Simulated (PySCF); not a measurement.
C4H8O3 (charge +1 and doublet state).
Structure used (PBE0-D3(BJ)/def2-SVP), in Å, numbered top down from 1:
```xyz
15
C4H8O3 angstrom
C     -2.0874    0.3434    0.7486
O     -0.9554   -0.4312    0.4203
C     -0.4342   -0.3745   -0.8901
C      1.0434   -0.6532   -0.7691
C      1.5673    0.2249    0.3346
O      0.8061    0.6711    1.1844
O      2.8461    0.4488    0.3260
H     -2.0253    1.3504    0.3112
H     -2.9741   -0.1870    0.3514
H     -2.1498    0.3710    1.8427
H     -0.6505    0.6037   -1.3497
H     -0.9427   -1.1635   -1.4777
H      1.5919   -0.4816   -1.7061
H      1.2382   -1.6953   -0.4610
H      3.1174    0.9890    1.0908
```

The hyperfine couplings belong to this conformer and change with its torsions.

The species is `COCCC(=[O+])O` [radical] (charge +1).

Level of theory: UKS B3LYP, IGLO-III on C O, pcH-1 on H, non-relativistic, mean-field spin-orbit, GIAO (PySCF). The structure is a single PBE0-D3(BJ)/def2-SVP conformer in the gas phase; no vibrational or solvent corrections. The SCF solution wasn't tested for stability.

Principal values of hyperfine tensors in MHz (contact and dipolar terms together), for some of the nuclei:

| atom | isotope | A1 | A2 | A3 |
| --- | --- | --- | --- | --- |
| H12 | 1H | 127.74 | 130.73 | 141.94 |
| H9 | 1H | 127.12 | 130.47 | 141.70 |
| O2 | 17O | -252.85 | 6.73 | 7.85 |
| O6 | 17O | -171.10 | 2.43 | 10.98 |
| H10 | 1H | 18.66 | 19.15 | 31.76 |
| C3 | 13C | -23.53 | -19.84 | -14.61 |
| C1 | 13C | -22.75 | -18.33 | -12.74 |
| H11 | 1H | 10.35 | 11.82 | 22.64 |

Give the isotropic coupling of each nucleus in MHz and in mT (g = 2.0062), and the anisotropic part.

a_iso = (A1 + A2 + A3)/3, Ti = Ai − a_iso; 1 mT corresponds to 28.079 MHz.

```csv
atom,a_iso (MHz),a_iso (mT),T1,T2,T3
H12,133.47,4.753,-5.73,-2.74,8.47
H9,133.10,4.740,-5.98,-2.63,8.61
O2,-79.42,-2.829,-173.42,86.15,87.27
O6,-52.56,-1.872,-118.53,54.99,63.54
H10,23.19,0.826,-4.53,-4.04,8.57
C3,-19.33,-0.688,-4.20,-0.51,4.71
C1,-17.94,-0.639,-4.81,-0.39,5.20
H11,14.94,0.532,-4.59,-3.12,7.70
```

What spin density at the nucleus of O2 lies behind its contact coupling (g_N = -0.75752)?

a_FC = (2μ0/3) gₑ μB g_N μN ρ(0)/(2S·h) = 800.24 MHz × g_N × ρ(0)/(2S), with ρ in bohr⁻³. With a_FC = -79.42 MHz and 2S = 1, ρ(0) = 0.131 bohr⁻³. The nuclear moment is negative, so coupling and spin density have opposite signs.

H8 (1H, g_N = 5.58569) isn't in the table. Its spin density at the nucleus is 0.005765 bohr⁻³. What is its contact coupling?

By the same relation, a_FC = 25.8 MHz. Its full tensor has the principal values 21.60, 21.99, 33.71 MHz.

Name the largest traceless tensor T of the table and describe it.

O2: -173.4, 86.2, 87.3 MHz, axial, in the ratio +1:+1:−2, the form that spin in one p orbital centred on that nucleus gives (the nuclear moment is negative).

In a single crystal, with the field along each principal axis of the tensor of H9 in turn, what first-order splitting does this nucleus give (isotropic g, quadrupole terms neglected)?

2 lines (I = 1/2), spaced by |A_i|/(g × 13.996): 4.53, 4.65, 5.05 mT along the axes of A1, A2 and A3.

Hardware: Arm Neoverse V1, one thread, shared host. Cost: 77 s of wall time.

The SMILES draws the unpaired electron on O6; the largest computed Mulliken spin population is on O2 (0.52 against 0.38).
